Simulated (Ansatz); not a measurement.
```yaml
crystal:
  periodic: [false, false, false]
  atoms:
    - {symbol: Si, position_ang: [0.099177, -0.678581, -1.574486]}
    - {symbol: C, position_ang: [-0.056414, -0.565013, 0.120429]}
    - {symbol: C, position_ang: [0.517710, 0.480200, 0.822770]}
    - {symbol: C, position_ang: [0.255445, 1.343582, 1.557245]}
    - {symbol: H, position_ang: [0.551992, -1.645938, 0.720081]}
    - {symbol: H, position_ang: [-1.036247, -0.994903, 0.483050]}
    - {symbol: H, position_ang: [1.748054, 0.588007, 0.818379]}
    - {symbol: H, position_ang: [-1.472427, 1.178601, 1.495683]}
    - {symbol: H, position_ang: [0.225692, 2.373361, 1.799204]}
    - {symbol: H, position_ang: [1.175681, -0.555721, -2.299685]}
    - {symbol: H, position_ang: [-1.162039, 0.235444, -2.180554]}
    - {symbol: H, position_ang: [-0.723511, -2.012798, -2.473529]}
basis:
  gaussian: {orbitals: def2-mTZVPP}
magnetization: {spin_polarized: true, initial_magnetization: 0}
hamiltonian: {xc: {name: RPBE}}
scf: {omitted_lower_state_checks: [starts]}
output: {forces: true}
```

```sh
$ ansatz run in.yaml --threads 4 --pin off --events-out ev --progress --plain --max-ram 3916MiB
```

Output, abridged:

```
Functional definition: RPBE
1260 factors; their error is unknown
mean field evaluation 1: about -11092.1037 eV, gradient 6.1e1 eV
mean field evaluation 2: about -11035.0348 eV, gradient 1.1e2 eV
mean field evaluation 4: about -11110.3767 eV, gradient 1.3e1 eV
mean field evaluation 8: about -11111.3467 eV, gradient 2.8e-1 eV
mean field evaluation 16: about -11111.3180 eV, gradient 2.4e-3 eV
mean field -11111.31804577 eV, -408.3334066602 hartree, gradient 2.3e-5 eV, S^2 0.000000; 0 other end points of the search recorded, 0 dependent functions left out
reference -11111.31808848 eV, -408.3334082297 hartree; 20, 20 occupied and 104, 104 virtual orbitals, 1260 factors
Total energy: -11111.31808848 eV, -408.3334082297 hartree
Atom 0 at     0.099177    -0.678581    -1.574486 Å, force    -7.682811    -1.688406    -5.034231 eV/Å
Atom 1 at    -0.056414    -0.565013     0.120429 Å, force     0.034793    -7.131928     5.261171 eV/Å
Atom 2 at     0.517710     0.480200     0.822770 Å, force     8.865420    -6.803473    -6.214096 eV/Å
Atom 3 at     0.255445     1.343582     1.557245 Å, force   -10.106324     9.932434     7.628025 eV/Å
Atom 4 at     0.551992    -1.645938     0.720081 Å, force    -1.016256     2.409385    -1.929887 eV/Å
Atom 5 at    -1.036247    -0.994903     0.483050 Å, force     0.087637     1.358778    -0.347653 eV/Å
Atom 6 at     1.748054     0.588007     0.818379 Å, force    -1.575648    -0.871079    -1.024484 eV/Å
Atom 7 at    -1.472427     1.178601     1.495683 Å, force     2.665782     0.555767     0.563051 eV/Å
Atom 8 at     0.225692     2.373361     1.799204 Å, force     1.093072     0.550160     0.823222 eV/Å
Atom 9 at     1.175681    -0.555721    -2.299685 Å, force     4.430634     0.784272    -2.235197 eV/Å
Atom 10 at    -1.162039     0.235444    -2.180554 Å, force     1.798079    -0.402388     0.700637 eV/Å
Atom 11 at    -0.723511    -2.012798    -2.473529 Å, force     1.405622     1.306476     1.809443 eV/Å
Dipole moment:     0.393117    -0.004063     0.211819 e Å
Checks for a lower state left out: starts
```

Hardware: 4 threads of Intel Xeon on a shared host. Wall time 6 s.
